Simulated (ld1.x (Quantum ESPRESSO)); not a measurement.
## rubidium (Rb), TM: configuration errors across variants

Rb, norm-conserving Troullier–Martins (Kleinman–Bylander form), made with ld1.x (Quantum ESPRESSO) 7.5 (Wu–Cohen, scalar-relativistic). Core [Ar] 3d10 4s2, reference 4p6 5s1 5p0. Waves: 4p (bound): rc 2.65 bohr; 4d channel at 0.4 Ry: rc 2.95 bohr; 5s (bound): rc 3.20 bohr. Local part: the s channel. Core correction: a·sin(br)/r model core inside 1.50 bohr.

All-electron excitation energies from the reference (eV): (1) 4p6 5s0 5p0 4.018; (2) 4p6 5s0.5 5p0 1.524; (3) 4p6 5s0 5p1 1.448; (4) 4p5 5s1 5p0 21.172.

2 further variants failed, have other tests or another functional or relativity, and are left out.

Errors AE − PS in meV (a dash: test not solved or not reliable):

| change | (1) | (2) | (3) | (4) | bound ghosts |
| --- | --- | --- | --- | --- | --- |
| base | -2.2 | +0.4 | -115 | -187 | none |
| wave 4p (bound): rc 2.65 bohr becomes 4p (bound): rc 1.98 bohr | -2.1 | +0.4 | -115 | -173 | none |
| wave 4d channel at 0.4 Ry: rc 2.95 bohr becomes 4d channel at 0.4 Ry: rc 3.48 bohr | -2.2 | +0.4 | -115 | -187 | none |
| wave 4d channel at 0.4 Ry: rc 2.95 bohr becomes 4d channel at 0.35 Ry: rc 2.95 bohr | -2.2 | +0.4 | -115 | -187 | none |

(1) Give the same row for: core correction a·sin(br)/r model core inside 2.58 bohr.

Results:

(1) -2.2, +0.4, -115, -162; bound ghosts: none.
